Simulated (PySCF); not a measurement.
# Assigning NMR signals

Geometry (Å), atoms numbered from 1 in this order:
```xyz
17

Si   -2.904   -0.700   -0.425
N    -1.372   -0.215    0.213
Si   -0.809    1.398    0.461
O     0.710    1.300    1.002
Si    2.261    0.828    0.861
Si    2.361   -1.147   -0.317
H    -2.897   -2.163   -0.398
H    -4.006   -0.171    0.386
H    -3.015   -0.172   -1.785
H    -0.853   -0.928    0.699
H    -1.512    2.108    1.527
H    -0.829    2.091   -0.824
H     2.950    1.963    0.233
H     2.690    0.758    2.264
H     1.880   -2.316    0.439
H     3.746   -1.472   -0.685
H     1.593   -1.150   -1.568
```

PySCF 2.14 calculation with shielding tensors at PBE0/pcSseg-1 (GIAO) and coordinates at the GFN2-xTB level; isolated molecule, non-relativistic Hamiltonian, one computed conformer, rapidly exchanging positions averaged.

Scale: 1H against TMS (reference shieldings calculated alike).

Question: Assign these signals to the numbered atoms. 1H NMR (400 MHz, computed): δ 5.70 (q, 2H), 5.14 (s, 2H), 4.71 (s, 3H), 3.47 (t, 3H), -0.29 (br s, 1H).

Answer: 
| δ (ppm) | atoms | environment | reason |
| --- | --- | --- | --- |
| 5.70 | H13/H14 | hydrogen on a silicon bonded to O, Si | – |
| 5.14 | H11/H12 | hydrogen on a silicon bonded to N, O | – |
| 4.71 | H7/H8/H9 | hydrogen on a silicon bonded to N | – |
| 3.47 | H15/H16/H17 | hydrogen on a silicon bonded to Si | – |
| -0.29 | H10 | hydrogen on a nitrogen bonded to 2 Si | exchangeable, gas-phase position |

OH and NH positions are those of a molecule without intermolecular hydrogen bonds; in solution they move with solvent, concentration and temperature, and exchange usually removes their couplings. No couplings were computed; multiplicities are counted from neighbouring protons, with m where these are inequivalent, close in shift, in a saturated or five-membered ring or joined by F or P, and br s for small geminal =CH2 splittings.
